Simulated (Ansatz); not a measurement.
Te₃Pt₂, relaxed as a singlet with RKS PBE-D4/def2-SVP in Ansatz, starting from the GFN1-xTB geometry. Force threshold 0.02 eV/Å.

In the def2 sets Pt, Te take a core potential; there is no spin–orbit coupling. The restricted singlet is unstable towards broken spin symmetry in Hartree–Fock (as tested in another run); at PBE-D4/def2-SVP this wasn't settled. Another isomer (singlet) lies 0.20 eV lower at PBE0-D4/def2-TZVP; other spin states weren't run for this one.

Start:

```xyz
5

Pt    0.063   -0.327    0.897
Pt    0.127    1.794   -0.111
Te    0.204   -1.202    3.113
Te   -0.238   -1.375   -1.410
Te   -0.156    1.110   -2.489
```

(1) Estimate the energy that the relaxation releases and the steps that it takes.

(2) Does the start keep its bonding and symmetry?

(3) Predict the relaxed structure.

## Answers

(1) 36.3 kJ/mol, in 6 steps; 32 s on 4 threads of Intel Xeon on a shared host. No frequencies were taken in this run, so the end may be a saddle point.

(2) By distances, no bond broke or formed. The bond that changes most is Pt1–Te3, from 2.39 to 2.45 Å (atoms count from 1). Point group Cs at the start, Cs at the end, both within 0.05 Å.

(3) 
Cartesian coordinates in Å:
```
Pt 0.042 -0.505 0.840
Pt 0.131 1.852 -0.098
Te 0.224 -1.099 3.213
Te -0.250 -1.416 -1.493
Te -0.147 1.168 -2.461
```
Bond lengths (bridged metal pairs left out): 3 × Pt–Te 2.45 to 2.52 Å; 1 × Pt–Pt 2.54 Å; 1 × Te–Te 2.76 Å.
